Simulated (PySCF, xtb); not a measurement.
Sn(H)(PH2)3 (H7P3Sn), SMILES [PH2][SnH]([PH2])[PH2]. The values are those of a single conformer.

Harmonic wavenumbers (cm⁻¹) from GFN2-xTB run with xtb at its own minimum, in rising order: 64, 66, 69, 73, 75, 80, 250, 295, 296, 443, 446, 585, 616, 621, 640, 671, 672, 1123, 1124, 1125, 1505, 2271, 2277, 2291, 2360, 2366, 2370.

Question: What does B3LYP-D3(BJ)/def2-SVP run with PySCF give at its own minimum? (An estimate is asked for; the answer gives what the named calculation found.)

Answer: 73, 73, 79, 87, 87, 99, 275, 309, 309, 482, 482, 592, 653, 653, 679, 693, 693, 1096, 1097, 1097, 1867, 2363, 2364, 2364, 2376, 2376, 2378. Paired by order, the mean absolute difference is 40 cm⁻¹ and the zero-point energies are 35.4 and 36.7 kcal/mol.
